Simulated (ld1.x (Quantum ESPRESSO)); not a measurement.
**Before and after: ultrasoft potential for molybdenum**

ld1.x (Quantum ESPRESSO) 7.5 input, shortened:

```
&input
   title='Mo', zed=42., rel=2, dft='PBE', iswitch=3,
   config='[Kr] 4d5 5s1 5p0', rel_dist='average'
 /
 &inputp
   pseudotype=3, tm=.true., lloc=-2, rcloc=3.65,
   nlcc=.false.,
   which_augfun='PSQ', rmatch_augfun=2.00
 /
6
5S  1  0   1.00   0.00  2.70  2.85  0.0
5S  1  0   0.00   0.80  2.70  2.85  0.0
5P  2  1   0.00   0.00  2.85  3.75  0.0
5P  2  1   0.00   1.40  2.85  3.75  0.0
4D  3  2   5.00   0.00  2.10  2.90  0.0
4D  3  2   0.00   3.05  2.10  2.90  0.0
 &test
   configts(1)='4d5 5s1 5p0'
 /
```

Open shells are filled in proportion to 2j + 1 (rel_dist='average').

Change: waves 4d (bound): rcut 2.00, rcutus 2.12 bohr; 4d channel at 3.05 Ry: rcut 2.00, rcutus 2.12 bohr.

Cutoffs: the cutoffs (Ry, on a coarse ladder) from which the occupation-weighted sum of valence levels, in a spherical-Bessel basis at the reference potential, stays within 10 and 1 mRy of its value at 400 Ry; they do not see the model core or the augmentation charge, which bear on the density cutoff. Errors are all-electron minus pseudo energies relative to the spin-unpolarised reference configuration.

**Question.** What does the change do?

**Answer.** The potential gets harder (12 Ry and 18 Ry → 21 Ry and 35 Ry); both files keep a bound ghost (s); of the 7 tests that both files solve, the error grows in 5 and shrinks in 2 by more than 15 % and 0.3 meV (median size 19.6 → 39.3 meV). A smaller radius makes the pseudo-wave follow the all-electron one further in, where it bends more sharply, so more plane waves are needed.

```tsv
quantity	base	changed
cutoff, loose	12 Ry	21 Ry
cutoff, tight	18 Ry	35 Ry
loose cutoff by channel (10 mRy a level)	s 6 Ry, d 10 Ry	s 6 Ry, d 18 Ry
bound ghosts	s	s
error for 4d5 5s0 5p0, meV [ΔE 6.89 eV]	+49	+34
error for 4d4 5s0 5p0, meV [ΔE 22.35 eV]	+54	+43
error for 4d3 5s0 5p0, meV [ΔE 49.09 eV]	+2.4	-148
error for 4d4 5s2 5p0, meV [ΔE 0.20 eV]	+14	-29
error for 4d2 5s0 5p0, meV [ΔE 88.59 eV]	-145	-756
error for 4d4 5s1 5p1, meV [ΔE 3.74 eV]	-2.8	-32
error for 4d4 5s1 5p0, meV [ΔE 8.06 eV]	-20	-39
s: phases at 4.03 bohr within 0.05 rad from the reference energy up to (Ry; the scan ends near 5)	to the end of the scan	to the end of the scan
p1/2: phases at 4.03 bohr within 0.05 rad from the reference energy up to (Ry; the scan ends near 5)	2.1	2.1
p3/2: phases at 4.03 bohr within 0.05 rad from the reference energy up to (Ry; the scan ends near 5)	2.2	2.2
d3/2: phases at 4.03 bohr within 0.05 rad from the reference energy up to (Ry; the scan ends near 5)	0.4	0.7
d5/2: phases at 4.03 bohr within 0.05 rad from the reference energy up to (Ry; the scan ends near 5)	0.5	0.7
lowest overlap eigenvalue by channel	s 0.64, p1/2 0.65, p3/2 0.65, d3/2 0.77, d5/2 0.77	s 0.64, p1/2 0.65, p3/2 0.65, d3/2 0.23, d5/2 0.23
```

 A true bound ghost makes a file unfit for plane-wave use even where its test errors are small: the radial tests pick states by their node count and pass the ghost by.
